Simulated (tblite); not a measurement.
Species: C₅H₁₀S₂.
Structure used (GFN2-xTB), in Å, numbered top down from 1:
```xyz
17
C5H10S2 angstrom
C     -1.3382   -0.7819    0.5617
C     -0.5926   -0.3291   -0.6822
S      0.4334   -1.6781   -1.3718
C      1.7054   -1.5415   -0.0911
S      1.8044    0.1826    0.5063
C      0.3701    0.8304   -0.4555
C     -0.2422    2.0176    0.2665
H     -0.6518   -0.9003    1.3975
H     -2.0969   -0.0516    0.8336
H     -1.8286   -1.7345    0.3741
H     -1.2966   -0.0735   -1.4784
H      2.6608   -1.8304   -0.5235
H      1.4600   -2.1899    0.7491
H      0.7733    1.1494   -1.4220
H     -1.1280    2.3593   -0.2654
H      0.4766    2.8319    0.3075
H     -0.5161    1.7515    1.2838
```

Method: GFN2-xTB as coded in tblite; computed harmonic values from a numerical Hessian at the method's own geometry, unscaled. This tight-binding method is rough: wavenumbers can miss measured ones by several per cent, in bad cases by 10 to 20. One conformer, not necessarily the lowest.

Harmonic wavenumbers (cm⁻¹): 65.3, 133.8, 205.2, 215.5, 265.8, 272.8, 309.9, 377.7, 424.0, 544.6, 655.2, 693.7, 705.9, 740.9, 829.8, 871.8, 1003.8, 1015.6, 1039.0, 1052.9, 1061.8, 1100.6, 1144.3, 1165.3, 1180.1, 1223.9, 1286.7, 1300.0, 1403.8, 1406.6, 1417.9, 1477.3, 1484.3, 1490.9, 1502.9, 2927.4, 2954.5, 2969.4, 3008.5, 3025.1, 3031.7, 3035.9, 3042.1, 3046.2, 3052.7.

A = 2368, B = 1791, C = 1284 MHz; mass 134.022 u (most abundant isotopes); point group C1, symmetry number 1.

**Question.** What is the zero-point energy?

**Answer.** ½Σν̃ = 30582 cm⁻¹ = 365.84 kJ/mol.

**Question.** Entropy at 400 K, 1 bar (ideal gas, RRHO, classical rotation)?

**Answer.** Translation 176.05, rotation 122.78, vibration 122.64: S = 421.5 J/(mol K).

**Question.** And Cp and H(400 K) − H(0)?

**Answer.** Cp = 175.17 J/(mol K), of which vibrations give 141.92 (their classical limit is 45 R = 374.2); H(400 K) − H(0) = 40.63 kJ/mol without the zero-point energy, 27.32 from vibrations.

**Question.** Blend soft modes into free rotors: weight 1/[1 + (100 cm⁻¹/ν̃)⁴] for the oscillator and the rest for a rotor with moment μB/(μ + B), μ = h/(8π²ν), B = 10⁻⁴⁴ kg m². What vibrational entropy results?

**Answer.** 117.40 J/(mol K) in place of 122.64, which changes −T·S at 400 K by +2.10 kJ/mol.

**Question.** How do the functions run with temperature in this model?

**Answer.** 
| T (K) | S (J/(mol K)) | Cp (J/(mol K)) | H − H(0) (kJ/mol) | G − H(0) (kJ/mol) | ln q(vib) |
| --- | --- | --- | --- | --- | --- |
| 100 | 272.0 | 64.8 | 4.57 | -22.62 | 0.81 |
| 200 | 328.4 | 101.5 | 12.93 | -52.76 | 2.56 |
| 300 | 376.5 | 138.6 | 24.91 | -88.04 | 4.51 |
| 500 | 464.1 | 206.9 | 59.78 | -172.26 | 8.60 |
| 800 | 577.2 | 273.5 | 132.74 | -328.99 | 14.75 |
| 1000 | 641.5 | 302.6 | 190.50 | -450.98 | 18.63 |

q(vib) and H(0) count from the zero-point level.

Hindered rotation and anharmonicity are outside this model. Other conformers, if any are populated, would add a mixing term that is left out. The structure is chiral; the term R ln 2 for an equal mix with its mirror image is left out.
